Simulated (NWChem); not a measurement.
Species: CH3FO2Si; SMILES O=C[Si@@H](O)F

```xyz
8

O      0.1346    -2.0255     0.3591
C      0.7878    -1.1835    -0.2450
Si    -0.0543     0.5591    -0.4174
O     -1.5602     0.2521     0.2012
F      0.8090     1.5964     0.5113
H      1.8213    -1.4419    -0.6309
H     -0.1302     1.1636    -1.7786
H     -1.5332    -0.6287     0.6393
```
Atoms are numbered in this order, from 1.

All runs use the structure optimised with PBE-D3(BJ)/def2-SVP.

**Question.** List the 4 lowest vertical singlet excitations from PBE/aug-cc-pVDZ, TDA (NWChem).

**Answer.** 
| state | energy (eV) | oscillator strength | leading excitation (squared amplitude) |
|---|---|---|---|
| S1 | 3.10 | 0.001 | HOMO → LUMO (1.00) |
| S2 | 4.71 | 0.005 | HOMO−1 → LUMO (0.99) |
| S3 | 5.57 | 0.006 | HOMO → LUMO+1 (0.52) |
| S4 | 5.59 | 0.011 | HOMO−2 → LUMO (0.53) |
